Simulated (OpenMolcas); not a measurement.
# How methods differ on GeN2H4 (SMILES [NH2][Ge][NH2])

GeN2H4 has 7 atoms, charge 0, and is taken as a singlet. As SMILES, `[NH2][Ge][NH2]`. The coordinates come from a PBE0-D4/def2-TZVP relaxation. This is one conformer, not always the lowest.

Each level gives the electronic atomisation energy (eV). The values are calculated. Electronic energies at fixed atoms, without zero-point motion or spin-orbit coupling.

```tsv
level	kind	program	value (eV)	CPU time (all runs)
HF/def2-SVPD	Hartree–Fock	OpenMolcas	15.14	16 s
SVWN5/def2-SVPD	LDA	OpenMolcas	27.80	28 s
BLYP/def2-SVPD	GGA	OpenMolcas	24.10	37 s
M06-L/def2-SVPD	meta-GGA	OpenMolcas	23.67	62 s
TPSS/def2-SVPD	meta-GGA	OpenMolcas	23.93	49 s
r2SCAN/def2-SVPD	meta-GGA	OpenMolcas	23.56	51 s
B3LYP/def2-SVPD	global hybrid	OpenMolcas	23.89	40 s
BHLYP/def2-SVPD	global hybrid	OpenMolcas	22.82	34 s
```

All-electron rows without a relativistic Hamiltonian named are non-relativistic. The values span 15.14 to 27.80 eV. CPU times are rough (shared hosts, several kinds of processor): they show what a rung costs within a factor of a few.
